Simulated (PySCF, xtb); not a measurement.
H2S2Sn, SMILES [SH][Sn][SH] (connectivity only; charge and spin as stated), neutral, multiplicity 1.

GFN2-xTB run with xtb at its own geometry gives an orbital gap of 3.01 eV and a dipole moment of 6.98 D.

Geometry: B3LYP-D3(BJ)/def2-SVP. The def2 effective core potentials stand for the cores of Sn; spin–orbit coupling is left out. One conformer was computed; it need not be the lowest.

Question: What does CAM-B3LYP/def2-TZVPD in PySCF give? (An estimate is asked for; the answer gives what the named calculation found.)

Answer: gap 6.60 eV (levels -8.35 and -1.75 eV), dipole 3.35 D.
